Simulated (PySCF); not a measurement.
Species: C5H5F2NO2.
Geometry (PBE0-D3(BJ)/def2-SVP, Å), atoms numbered from 1 in this order:
```
atom  x, y, z in Å
N1     0.090    2.846   -0.954
C2     0.071    1.738   -0.624
C3     0.140    0.318   -0.216
O4    -0.897   -0.021    0.652
C5    -2.164   -0.024    0.121
F6    -2.896   -0.828    0.885
F7    -2.694    1.207    0.179
C8     1.489   -0.169    0.322
C9     1.475   -1.077   -0.912
O10    0.217   -0.526   -1.340
H11   -2.175   -0.374   -0.925
H12    1.381   -0.665    1.294
H13    2.279    0.589    0.358
H14    2.265   -0.890   -1.654
H15    1.400   -2.159   -0.718
```

Computed with PBE0-D3(BJ)/def2-SVP geometry optimisation, gas phase in PySCF.

Masses are those of the commonest isotopes; rigid-rotor values at the optimised geometry. The values belong to one conformer with, in the numbering `[N:1]#[C:2][C@:3]1([O:4][CH:5]([F:6])[F:7])[CH2:8][CH2:9][O:10]1`, C2–C3–O4–C5 68°, C3–O4–C5–F6 157°.

Problem. Give the principal moments of inertia and the rotational constants in GHz.

Solution. Ia = 254.70, Ib = 451.05, Ic = 615.98 u·Å²; 505379 MHz·u·Å²/I gives 1984, 1120 and 820.4 MHz, that is A = 1.9842, B = 1.1205, C = 0.8204 GHz.

Problem. Classify the top.

Solution. An asymmetric top. Ray's parameter κ = (2B − A − C)/(A − C) = -0.484; −1 is the prolate and +1 the oblate limit.

Problem. What does the inertial defect say?

Solution. Not planar: Δ = Ic − Ia − Ib = -89.76 u·Å². For a rigid frame Δ = −2 Σ m c², so Σ m c² = 44.88 u·Å² lies off the ab plane: 7.58 from hydrogen and 37.30 from heavier atoms. The atom farthest from that plane is 1.76 Å away.

Problem. Give the other two planar moments, Paa and Pbb, and the rms extents of the mass along the axes.

Solution. Paa = Σ m a² = (Ib + Ic − Ia)/2 = 406.16 and Pbb = Σ m b² = (Ia + Ic − Ib)/2 = 209.82 u·Å². With the mass M = 149.03 u, the rms extents √(P/M) along a, b and c are 1.65, 1.19, 0.55 Å.

Problem. Where do the levels up to J = 3 lie, in cm⁻¹?

Solution. Above 0(0,0):
J = 1: 1(0,1) 0.0647, 1(1,1) 0.0936, 1(1,0) 0.1036
J = 2: 2(0,2) 0.1920, 2(1,2) 0.2130, 2(1,1) 0.2431, 2(2,1) 0.3295, 2(2,0) 0.3317
J = 3: 3(0,3) 0.3781, 3(1,3) 0.3910, 3(1,2) 0.4507, 3(2,2) 0.5237, 3(2,1) 0.5340, 3(3,1) 0.6940, 3(3,0) 0.6943
Those of J = 1 are B + C, A + C and A + B.

Problem. Which types of transition are allowed, and where do some lines up to J = 5 fall?

Solution. The dipole components are |μa| = 2.85 D, |μb| = 3.60 D, |μc| = 0.34 D. The squared components, which scale the intensities, stand as 0.63 : 1.00 : 0.01 (a : b : c). Some lines, for components of 0.1 D or more:

```
type  branch         J(Ka,Kc)    MHz  lower level (cm⁻¹)
   b       Q  1(1,0) ← 1(0,1)   1164               0.065
   a       R  2(1,2) ← 1(1,1)   3582               0.094
   a       R  2(0,2) ← 1(0,1)   3816               0.065
   c       Q  5(3,3) ← 5(2,3)   3880               1.156
   b       R  3(0,3) ← 2(1,2)   4950               0.213
   b       R  5(2,3) ← 4(3,2)   5970               0.957
   b       Q  4(4,1) ← 4(3,2)   7003               0.957
   b       R  5(1,4) ← 4(2,3)   8375               0.781
   c       R  5(2,3) ← 4(1,3)  12934               0.724
   c       R  5(1,4) ← 4(0,4)  13213               0.620
```

Problem. Estimate the classical rotational partition function at 25 K, 100 K and 298.15 K.

Solution. Point group C1, symmetry number σ = 1; q = (√π/σ)·√((kT/h)³/(ABC)), k/h = 20836.6 MHz/K: 15600 at 25 K, 125000 at 100 K, 643000 at 298.15 K.

PBE0-D3(BJ)/def2-SVP frequencies: not computed here. Constants of a rigid frame at the computed geometry: no zero-point averaging, no centrifugal distortion. Quadrupole hyperfine structure (14N) is left out.
